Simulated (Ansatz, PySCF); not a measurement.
This Ansatz (an electronic-structure program) input computes a r2SCAN/def2-TZVPD energy:

Ansatz 0.2 input:
```yaml
crystal:
  periodic: [false, false, false]
  atoms:
    - {symbol: C, position_ang: [-1.10027630, 0.11721448, 0.11355646]}
    - {symbol: N, position_ang: [0.21721531, -0.02314035, -0.02241819]}
    - {symbol: C, position_ang: [1.38591868, -0.14764449, -0.14303682]}
    - {symbol: H, position_ang: [-1.62895613, -0.53962820, 0.78765224]}
    - {symbol: H, position_ang: [-1.60540531, 0.88419074, -0.45384278]}
basis:
  gaussian:
    orbitals: def2-TZVPD
hamiltonian:
  xc: {name: r2SCAN}
magnetization: {spin_polarized: true, initial_magnetization: 1}
output: {forces: true}
```

**Question.** Write an input for the same energy in PySCF and say what it gives.

**Answer.** 
```python
from pyscf import gto, scf, dft

mol = gto.M(
    atom='''
    C    -1.10027630    0.11721448    0.11355646
    N     0.21721531   -0.02314035   -0.02241819
    C     1.38591868   -0.14764449   -0.14303682
    H    -1.62895613   -0.53962820    0.78765224
    H    -1.60540531    0.88419074   -0.45384278
    ''',
    basis='def2-tzvpd',
    charge=0,
    spin=1,
    verbose=4,
)

mf = dft.UKS(mol, xc='r2scan').density_fit(auxbasis='def2-universal-jkfit')
mf.grids.level = 4
mf.conv_tol = 1e-9
mf.max_cycle = 100
mf.max_memory = 1500
mf.kernel()
if not mf.converged:
    mf = mf.newton()
    mf.kernel(mf.make_rdm1())
for _ in range(2):
    mo, _, stable, _ = mf.stability(return_status=True)
    if stable:
        break
    mf.kernel(mf.make_rdm1(mo, mf.mo_occ))
mf.analyze()
```
It gives -132.03139 Eh, and Ansatz -132.03136 Eh, a difference of 0.03 mEh, from the treatment of integrals and grids.

It need not be the lowest isomer of its formula.
